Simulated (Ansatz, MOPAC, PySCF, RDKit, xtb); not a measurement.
Pair of molecules: H2O (SMILES O) (first 3 atoms) with CH2O (SMILES C=O); geometry from B3LYP-D3(BJ)/def2-TZVP, rigid monomers moved along the line of their centres of mass till H2···O5 is 2.78 Å.
(charge 0, multiplicity 1):
```xyz
7

O      0.275    -0.115     0.540
H     -0.463    -0.441     1.078
H     -0.043    -0.112    -0.368
C     -0.618    -0.449     4.323
O     -1.497    -0.873     3.617
H      0.302    -0.012     3.900
H     -0.701    -0.482     5.424
```

```
level                                  interaction energy (kJ/mol)  minus CCSD(T)/CBS(aug-cc-pVDZ, aug-cc-pVTZ)
-------------------------------------  ---------------------------  -------------------------------------------
MMFF94                                                       -13.9                                         -1.9
UFF                                                           -1.3                                         10.7
GFN-FF                                                       -12.5                                         -0.5
AM1                                                           -6.5                                          5.5
PM6                                                           -9.5                                          2.5
PM7                                                          -13.1                                         -1.1
GFN1-xTB                                                      -9.6                                          2.4
GFN2-xTB                                                     -10.2                                          1.8
HF/STO-3G (no counterpoise)                                   -5.0                                          7.1
HF/6-31G*                                                    -11.5                                          0.5
HF/6-31G* (no counterpoise)                                  -14.3                                         -2.2
HF/aug-cc-pVDZ                                               -11.3                                          0.8
HF/aug-cc-pVTZ                                               -11.1                                          0.9
PBE/def2-TZVPPD                                              -10.8                                          1.2
PBE-D4/def2-TZVPPD                                           -12.3                                         -0.2
BP86/6-31G* (no counterpoise)                                -11.6                                          0.4
r2SCAN/def2-TZVPPD                                           -11.3                                          0.8
r2SCAN-D3(BJ)/def2-TZVPPD                                    -11.9                                          0.1
r2SCAN-D4/def2-TZVPPD                                        -11.9                                          0.2
B3LYP/3-21G (no counterpoise)                                -15.5                                         -3.5
B3LYP/6-31G*                                                 -10.0                                          2.1
B3LYP/6-31G* (no counterpoise)                               -13.9                                         -1.9
B3LYP/def2-TZVPPD                                             -9.8                                          2.2
B3LYP-D3(BJ)/def2-TZVPPD                                     -12.1                                          0.0
B3LYP-D4/def2-TZVPPD                                         -11.9                                          0.1
PBE0/def2-TZVPPD                                             -11.0                                          1.1
PBE0-D3(BJ)/def2-TZVPPD                                      -12.4                                         -0.4
PBE0-D4/def2-TZVPPD                                          -12.3                                         -0.3
M06-2X/6-31G* (no counterpoise)                              -14.9                                         -2.9
wB97X-V/def2-TZVPPD                                          -12.3                                         -0.3
wB97M-V/def2-TZVPPD                                          -11.9                                          0.1
MP2/6-31G*                                                   -10.8                                          1.2
MP2/aug-cc-pVTZ                                              -11.7                                          0.3
MP2/CBS(aug-cc-pVDZ, aug-cc-pVTZ)                            -11.9                                          0.2
SCS-MP2/aug-cc-pVDZ                                          -10.9                                          1.1
SCS-MP2/aug-cc-pVTZ                                          -11.1                                          0.9
CCSD/aug-cc-pVDZ                                             -11.4                                          0.7
CCSD/aug-cc-pVTZ                                             -11.6                                          0.4
CCSD(T)/aug-cc-pVDZ                                          -11.5                                          0.5
CCSD(T)/CBS(aug-cc-pVDZ, aug-cc-pVTZ)                        -12.0                                          0.0
```

 The comparison column counts from a level with limits of its own.

The rows run from -15.5 (B3LYP/3-21G (no counterpoise)) to -1.3 kJ/mol (UFF). The dispersion term adds -1.5 in PBE-D4, -0.7 in r2SCAN-D3(BJ), -0.6 in r2SCAN-D4. The 6 functionals in def2-TZVPPD without D3 or D4 span 2.5, from wB97X-V to B3LYP.

Counterpoise-corrected where a basis set is named; no monomer relaxation. Rows marked so take none. RDKit's UFF carries no charges.

Cores are frozen in the correlated methods. CBS(a, b) extrapolates the correlation energy as X⁻³ and adds the Hartree–Fock energy of set b. Rows in 3-21G, 6-31G*, STO-3G carry no dispersion term and start afresh at each structure (6-31G* with six Cartesian d functions). MP2/6-31G* freezes PySCF's default core. The state that AM1, PM6, PM7 reach isn't checked; PM7 holds dispersion and hydrogen-bond terms.

The values were computed with Ansatz (a first-principles code) with Gaussian orbitals; MOPAC for AM1, PM6, PM7 (differences of heats of formation); PySCF for 3-21G rows, 6-31G* rows, STO-3G rows, the dispersion terms; RDKit for the force fields; xtb for the GFN methods. Values without a source in brackets are computed.
